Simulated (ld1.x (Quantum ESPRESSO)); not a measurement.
## Before and after: TM potential for I

```json
{
  "Element": "I",
  "Generator": "ld1.x (Quantum ESPRESSO) 7.5",
  "Type": "norm-conserving Troullier–Martins (Kleinman–Bylander form)",
  "Functional": "LDA (PZ)",
  "Relativity": "scalar-relativistic",
  "Frozen core": "[Kr] 4d10",
  "Valence charge": "7",
  "Reference configuration": "5s2 5p4.75 (charge +0.25)",
  "Partial waves": "5s (bound): rc 1.55 bohr; 5p (bound): rc 1.60 bohr",
  "Local potential": "the p channel",
  "Core correction": "none"
}
```

All-electron outer shells of the reference configuration (LDA (PZ), scalar-relativistic, ld1.x):

| shell | level (eV) | outermost node (bohr) | outermost maximum (bohr) |
| --- | --- | --- | --- |
| 4d | -52.58 | 0.35 | 0.78 |
| 5s | -19.77 | 0.88 | 1.70 |
| 5p | -9.22 | 0.96 | 2.00 |

Change: all radii scaled by about 1.19 (s 1.84, p 1.90 bohr).

Cutoffs: the cutoffs (Ry, on a coarse ladder) from which the occupation-weighted sum of valence levels, in a spherical-Bessel basis at the reference potential, stays within 10 and 1 mRy of its value at 400 Ry; they do not see the model core or the augmentation charge, which bear on the density cutoff. Errors are all-electron minus pseudo energies relative to the spin-unpolarised reference configuration.

What does the change do?

The potential gets softer (55 Ry and 110 Ry → 35 Ry and 55 Ry); the bound ghost in s disappears; of the 9 tests that both files solve, the error grows in 2 and shrinks in 1 by more than 15 % and 0.3 meV (median size 15.3 → 10.3 meV). A larger radius leaves more room for a smooth pseudo-wave, so fewer plane waves are needed.

| quantity | base | changed |
| --- | --- | --- |
| cutoff, loose | 55 Ry | 35 Ry |
| cutoff, tight | 110 Ry | 55 Ry |
| loose cutoff by channel (10 mRy a level) | s 30 Ry, p 35 Ry | s 25 Ry, p 15 Ry |
| bound ghosts | s | none |
| error for 5s2 5p5, meV [ΔE -2.06 eV] | +0.9 | +0.9 |
| error for 5s2 5p4, meV [ΔE 9.25 eV] | +0.8 | +0.7 |
| error for 5s2 5p3, meV [ΔE 29.31 eV] | +15 | +18 |
| error for 5s2 5p4.5, meV [ΔE 2.56 eV] | -0.4 | -0.4 |
| error for 5s2 5p5.3, meV [ΔE -3.89 eV] | +2.2 | +2.2 |
| error for 5s1 5p5, meV [ΔE 20.32 eV] | +15 | +10 |
| error for 5s2 5p2, meV [ΔE 58.93 eV] | +54 | +74 |
| error for 5s2 5p4.75 (spin-polarised), meV [ΔE -0.20 eV] | +33 | +35 |
| error for 5s2 5p5 (spin-polarised), meV [ΔE -2.18 eV] | +21 | +22 |

 A true bound ghost makes a file unfit for plane-wave use even where its test errors are small: the radial tests pick states by their node count and pass the ghost by.
